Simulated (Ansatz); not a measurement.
Total energies of `[InH2][c]1ccccc1`.

Z-matrix (Å, degrees):
```
In
C 1 2.138
H 1 1.726 2 118.7
H 1 1.726 2 118.7 3 179.9
C 2 1.397 1 121.1 3 0.1
C 2 1.397 1 121.0 3 -179.9
C 5 1.388 2 121.2 1 -180.0
H 5 1.086 2 120.0 1 -0.0
C 6 1.388 2 121.2 1 -180.0
H 6 1.086 2 120.0 1 -0.0
C 7 1.387 5 119.9 2 -0.0
H 7 1.085 5 120.0 2 180.0
H 9 1.085 6 120.0 2 180.0
H 11 1.084 7 120.1 5 -180.0
```

Total charge 0; spin multiplicity 1. Correlated methods include outer-core shells of In, which these sets cover unevenly. In: def2 effective core potential. The structure was optimised at the PBE0-D4/def2-TZVP level. Basis def2-TZVPP, Ansatz.

RPA on PBE orbitals: Hartree–Fock energy of these orbitals -420.47002 Eh, correlation -1.93383 Eh (frozen core).

```csv
functional,energy without D4 (Eh),D4 term (kJ/mol)
LDA (SPW92),-420.55332,–
PBE,-422.72118,-39.6
revPBE,-423.01553,-120.3
BLYP,-422.87983,-86.8
r2SCAN,-422.96431,-9.9
B97M-V,-423.05471,–
PBE0,-422.74736,-33.6
B3LYP,-423.10755,-63.8
r2SCANh,-422.94011,-10.6
r2SCAN0,-422.90544,-11.7
HSE06 (plane-wave form),-422.73238,-31.4
BHLYP,-422.80681,-49.3
CAM-B3LYP,-422.87471,-34.3
LC-ωPBE,-422.88587,–
ωB97X-V,-422.94475,–
ωB97M-V,-422.87806,–
B2PLYP,-422.60802,–
PBE-QIDH,-422.50429,–
```

B3LYP takes the VWN-RPA correlation (the form of Gaussian; ORCA's B3LYP/G). HSE06 is the plane-wave form, built on full-range PBE exchange. The double hybrids freeze the cores in their second-order part.

LC-ωPBE has ω = 0.4 bohr⁻¹.
